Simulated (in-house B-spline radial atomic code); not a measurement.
The numbers below are computed, except where a source is named.
# C6 from the polarisability at imaginary frequency: the lithium ion Li⁺

CAM-B3LYP linear response of the closed shell 1s2, from an all-electron radial atomic-structure program (B-spline basis); non-relativistic, point nucleus, no spin-orbit coupling.

The dispersion coefficient of two like species is C6 = (3/π) ∫ α(iu)² du from 0 to ∞.

```json
{"u (hartree)": "0", "α(iu) (bohr³)": "0.2046"}
{"u (hartree)": "0.0849", "α(iu) (bohr³)": "0.2044"}
{"u (hartree)": "0.198", "α(iu) (bohr³)": "0.2033"}
{"u (hartree)": "0.339", "α(iu) (bohr³)": "0.201"}
{"u (hartree)": "0.566", "α(iu) (bohr³)": "0.1949"}
{"u (hartree)": "0.849", "α(iu) (bohr³)": "0.1841"}
{"u (hartree)": "1.27", "α(iu) (bohr³)": "0.1645"}
{"u (hartree)": "1.98", "α(iu) (bohr³)": "0.1303"}
{"u (hartree)": "2.83", "α(iu) (bohr³)": "0.09686"}
{"u (hartree)": "4.24", "α(iu) (bohr³)": "0.06121"}
{"u (hartree)": "7.07", "α(iu) (bohr³)": "0.02922"}
{"u (hartree)": "14.1", "α(iu) (bohr³)": "0.008916"}
```

Q: Fit one oscillator, α(iu) = α(0)/(1 + u²/ω²), through u = 4.24 and estimate C6.

A: From α(0)/α(iu) − 1 = 0.2046/0.06121 − 1 = 2.3426, ω = u/√2.3426 = 2.7702 hartree (75.4 eV). London's formula gives C6 = (3/4) α(0)² ω = 0.75 × 0.2046² × 2.7702 = 0.08697 hartree·bohr⁶, and the oscillator holds f = α(0) ω² = 1.57 electrons, of a sum of oscillator strengths of 2.0.

Q: How does that compare with the full integral?

A: The program's quadrature over all excitations gives C6 = 0.08468, so the single oscillator is off by +2.7 %. At the last point the fit gives α = 0.0076 against 0.00892: higher excitations, and deeper shells where there are any, keep the true curve higher at large u.
